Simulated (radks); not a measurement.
Coulomb parameter of the 3d shell of the vanadium ion V+ in the model configuration [Ar] 3d2 4p2, as a second difference U = [E(n + 0.25) + E(n - 0.25) - 2 E(n)] / (0.25)^2 with all orbitals relaxed. "Bare": the charge of the atom changes with n. "Screened": the 4p shell takes up the change at fixed total charge, which measures U(3d,3d) + U(4p,4p) - 2 U(3d,4p). All-electron calculation, scalar-relativistic Kohn-Sham, SCAN, spin-unpolarised, spherical densities, finite nucleus; meta-GGA in the generalised Kohn-Sham scheme; Fermi nuclear charge, rms radius 3.6002 fm. Program: a radial shooting solver on a logarithmic mesh with Libxc functionals.

case,configuration,E - E(n) (eV)
start,[Ar] 3d2 4p2,0.000
bare +0.25,[Ar] 3d2.25 4p2,-4.450
bare -0.25,[Ar] 3d1.75 4p2,5.358
screened +0.25,[Ar] 3d2.25 4p1.75,-2.473
screened -0.25,[Ar] 3d1.75 4p2.25,2.766

U(bare) = 14.515 eV, U(screened by 4p) = 4.686 eV, against the Slater integral F0(3d,3d) = 20.431 eV with frozen orbitals.
